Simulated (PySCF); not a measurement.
In(Br)2(NH2) (Br₂H₂InN), SMILES [NH2][In]([Br])[Br].

Coordinates come from a PBE0-D3(BJ)/def2-SVP optimisation. The structure was generated by enumeration; whether it is a known compound was not checked. The def2 effective core potentials stand for the cores of In; spin–orbit coupling is left out. One conformer was computed; it need not be the lowest.

Level of theory: PySCF 2.14.0 with TDA-CAM-B3LYP/def2-SVPD.

Vertical excitations.  State labels are in the subgroup Cs.

Task: Give excitation energies, oscillator strengths and character. (An estimate is asked for; the answer gives what the named calculation found.)

Result: 
```tsv
state	symmetry	energy (eV)	λ (nm)	f	main pairs
S1	A'	4.73	262	0.038	HOMO→LUMO 88 %
S2	A"	5.05	246	0.034	HOMO−1→LUMO 89 %
S3	A"	5.10	243	0.003	HOMO−2→LUMO 91 %
S4	A'	5.21	238	0.028	HOMO−3→LUMO 90 %
S5	A'	5.60	221	0.052	HOMO−4→LUMO 90 %
S6	A'	5.98	207	0.051	HOMO→LUMO+1 77 %
S7	A"	6.12	203	0.000	HOMO−1→LUMO+1 98 %
S8	A"	6.25	198	0.011	HOMO−2→LUMO+1 66 %, HOMO−5→LUMO 31 %
S9	A'	6.36	195	0.024	HOMO−3→LUMO+1 85 %
S10	A'	6.90	180	0.022	HOMO→LUMO+2 78 %
T1	A'	4.03	308	0	HOMO→LUMO 91 %
T2	A"	4.61	269	0	HOMO−1→LUMO 92 %
T3	A"	4.75	261	0	HOMO−2→LUMO 92 %
T4	A'	4.81	258	0	HOMO−3→LUMO 92 %
```
Triplets are in the Tamm–Dancoff approximation.
